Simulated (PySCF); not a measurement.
Compound: C7H11NOSi.
Numbering: `[CH3:1]/[CH:2]=[C:3](/[C:4]#[N:5])[O:6][SiH2:7][CH:8]1[CH2:9][CH2:10]1`

NICS is the negative of the GIAO shielding at a point without a nucleus: at the ring centre (0) and 1 Å above and below it (1); zz is the component along the ring normal. Level: GIAO PBE0/pcSseg-1 (PySCF, non-relativistic, gas phase) on the GFN2-xTB geometry, one conformer.

Ring bond lengths (Å), with Mayer bond orders in brackets: C8–C9 1.504 (0.95), C9–C10 1.488 (0.98), C10–C8 1.503 (0.95).

**Question.** What do the NICS probes read (ppm)?

**Answer.** 
```csv
ring,type,NICS(0),"NICS(1), two faces","NICS(1)zz, two faces",rms pucker (Å),"centre to ring atoms, mean (Å)"
C8–C9–C10,3-membered carbocycle; formal bonds all single,-46.0,-8.2 / -9.4,-23.8 / -23.5,0.00,0.87
```

**Question.** What can be read from them?

**Answer.** 
- C8–C9–C10: mean NICS(1)zz -23.6 ppm, shielded. C8, C9, C10 have four or more neighbours, so the value isn't read as a sign of a π ring current. NICS(0) lies 37 ppm below the mean NICS(1).

**Question.** What is the mean of the two in-plane components of NICS at the first NICS(1) probe listed for ring C8–C9–C10, 1 Å off the ring?

**Answer.** The isotropic value is a third of the trace: (3 × -8.2 − (-23.8))/2 = -0.4 ppm.

**Question.** Give the inner angles of the rings and the Hirshfeld charges of the ring atoms.

**Answer.** 
- C8–C9–C10: C8 59.3° (-0.136 e), C9 60.3° (-0.086 e), C10 60.3° (-0.086 e); sum 180.0° against 180° for a flat convex ring.

The run took 2.1 min of wall time (grids of density and orbitals included) on one thread, Arm Neoverse N1 (aarch64), no GPU, shared host, and the process peaked at 1.1 GiB of memory. This is the whole shielding run at PBE0/pcSseg-1, SCF included.

Shape of the structure used: `[CH3:1]/[CH:2]=[C:3](/[C:4]#[N:5])[O:6][SiH2:7][CH:8]1[CH2:9][CH2:10]1`: C2–C3–O6–Si7 -179°, C3–O6–Si7–C8 180°, O6–Si7–C8–C9 -144°.
